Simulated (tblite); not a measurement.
Species: C6H3O4 (doublet state).
Structure used (GFN2-xTB), in Å, numbered top down from 1:
```
atom  x, y, z in Å
O1     2.486   -0.599    1.278
C2     2.609   -0.201    0.170
O3     1.630    0.234   -0.656
C4     0.310    0.120   -0.313
C5    -0.571    1.091   -0.653
C6    -1.939    0.852   -0.298
C7    -2.245   -0.283    0.322
C8    -1.357   -1.331    0.687
O9    -1.530   -2.379    1.222
O10   -0.018   -1.004    0.301
H11    3.558   -0.085   -0.377
H12   -0.257    1.986   -1.158
H13   -2.680    1.599   -0.541
```

Calculated harmonic vibrations of the isolated species, GFN2-xTB (tblite), most abundant isotopes, no scaling. This tight-binding method is rough: wavenumbers can miss measured ones by several per cent, in bad cases by 10 to 20. One conformer, not necessarily the lowest. Open shells enter through the occupations alone, without spin polarisation, and single modes of such species can be off by tens of per cent.

Harmonic wavenumbers (cm⁻¹): 34.2, 106.5, 139.5, 170.2, 256.7, 332.3, 359.9, 453.5, 480.1, 506.6, 606.8, 653.5, 691.0, 728.6, 778.3, 825.3, 864.7, 926.6, 931.9, 980.9, 1046.8, 1071.7, 1164.2, 1243.2, 1287.5, 1336.3, 1513.3, 1648.1, 1812.0, 1835.3, 2854.8, 3079.6, 3143.6.

A = 2423, B = 1167, C = 827.3 MHz; mass 139.003 u (most abundant isotopes); point group C1, symmetry number 1; spin multiplicity 2.

Q: Zero-point energy?

A: Half the sum of the wavenumbers: 16932 cm⁻¹ = 48.41 kcal/mol.

Q: Entropy at 273.15 K, 1 bar (ideal gas, RRHO, classical rotation)?

A: Translation 40.29, rotation 29.05, vibration 20.89, spin (R ln 2) 1.38: S = 91.6 cal/(mol K).

Q: And Cp and H(273.15 K) − H(0)?

A: Cp = 30.64 cal/(mol K), of which vibrations give 22.69 (their classical limit is 33 R = 65.6); H(273.15 K) − H(0) = 5.20 kcal/mol without the zero-point energy, 3.03 from vibrations.

Q: How do the functions run with temperature in this model?

A: 
```
T (K)  S (cal/(mol K))  Cp (cal/(mol K))  H − H(0) (kcal/mol)  G − H(0) (kcal/mol)  ln q(vib)
  100             69.5              16.0                 1.18                -5.77       1.47
  200             83.1              24.4                 3.19               -13.43       3.44
  300             94.6              32.8                 6.05               -22.32       5.48
  500            114.7              45.9                14.03               -43.30       9.58
  800            138.9              56.9                29.64               -81.49      15.38
 1000            152.1              61.1                41.46              -110.63      18.89
```

q(vib) and H(0) count from the zero-point level.

Q: Blend soft modes into free rotors: weight 1/[1 + (100 cm⁻¹/ν̃)⁴] for the oscillator and the rest for a rotor with moment μB/(μ + B), μ = h/(8π²ν), B = 10⁻⁴⁴ kg m². What vibrational entropy results?

A: 19.12 cal/(mol K) in place of 20.89, which changes −T·S at 273.15 K by +0.48 kcal/mol.

Q: Which modes carry the vibrational entropy at 273.15 K?

A: 34.2 cm⁻¹: 5.40; 106.5 cm⁻¹: 3.16; 139.5 cm⁻¹: 2.64; 170.2 cm⁻¹: 2.27; 256.7 cm⁻¹: 1.53; 332.3 cm⁻¹: 1.11 cal/(mol K); the other 27 give 4.77 together.

Hindered rotation and anharmonicity are outside this model. Other conformers, if any are populated, would add a mixing term that is left out. The structure is chiral; the term R ln 2 for an equal mix with its mirror image is left out.
